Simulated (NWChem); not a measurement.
A series in which one site is exchanged, each optimised at PBE0/def2-SVP with NWChem, gas phase unless a solvent is named. For some, no frequency run checked for a minimum. def2 effective core potentials on Ag, I; no spin-orbit coupling.

A: [NH3]->[Ag][Br] (AgNH3Br; site = Br)
B: [AgH]<-[NH3] (AgNH4; site = H)
C: [NH3]->[Ag][Cl] (AgNH3Cl; site = Cl)
D: [NH3]->[Ag][I] (AgNH3I; site = I)

| quantity | A | B | C | D |
|---|---|---|---|---|
| orbital gap (eV), PBE0/def2-SVP | 5.34 | ? | 5.62 | 4.93 |
| vertical ionisation energy, ΔSCF, PBE0/def2-SVP (eV) | 8.71 | ? | 9.06 | 8.19 |
| static polarisability, PBE0/def2-SVPD (bohr³) | 63.7 | ? | 54.1 | 80.0 |
| lowest singlet excitation, PBE0/def2-SVPD, TDA (eV) | 4.31 | ? | 4.62 | 3.90 |

What belongs in the gaps?


- orbital gap (eV), PBE0/def2-SVP, B: 5.48
- vertical ionisation energy, ΔSCF, PBE0/def2-SVP (eV), B: 8.11
- static polarisability, PBE0/def2-SVPD (bohr³), B: 50.7
- lowest singlet excitation, PBE0/def2-SVPD, TDA (eV), B: 4.49
